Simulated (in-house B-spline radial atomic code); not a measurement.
Ga4+: [Ar] 3d9

Computed with a radial B-spline atomic code at the basis-set limit: non-relativistic AM05, spin-polarised, spherical fractional occupations, point nucleus.

Screening seen three ways: the hydrogenic charge with the same mean radius, Z_r = [3n² - l(l+1)]/(2<r>), the one with the same energy, Z_e = n√(-2ε), and Slater's rules. Values are occupation-weighted means over spin.

```csv
shell,electrons,ε (eV),<r> (bohr),Z_r,Z_e,Slater
1s,2,-10134,0.04948,30.31,27.29,30.70
2s,2,-1289.5,0.2218,27.05,19.47,26.85
2p,6,-1150,0.1924,25.99,18.39,26.85
3s,2,-200.33,0.6583,20.51,11.51,19.75
3p,6,-154.86,0.6753,18.51,10.12,19.75
3d,9,-76.235,0.7399,14.19,7.10,10.20
```

The least bound orbital is 3d down at -75.52 eV, and it is also the most diffuse (<r> = 0.7423 bohr).
